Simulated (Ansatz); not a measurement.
Reaction (isomerisation): `OCCC[SiH3]` → `CC(C)O[SiH3]`

Program: Ansatz. Geometries: PBE0-D4/def2-TZVP. ΔE: electronic, gas phase. CCSD(T)/CBS adds triple-zeta CCSD(T) − MP2 to the extrapolated MP2 energy (def2 sets, frozen cores). DFT in def2-TZVPP. One conformer a species, not always the lowest.

```
          level  ΔE (kcal/mol)
         B2PLYP          -28.1
CCSD/def2-TZVPP          -27.2
```

(1) What does CCSD(T)/CBS give? (Best estimate.)

Largest T1 diagnostic among the species: 0.010.

Answers

(1) The calculation gave: -26.9 kcal/mol. The listed levels differ from it by -1.2, -0.3 kcal/mol.

In def2-TZVPP, CCSD(T) changes the Hartree–Fock value by +4.1 kcal/mol (the triples alone add +0.4 kcal/mol) and MP2 by +3.4 kcal/mol.
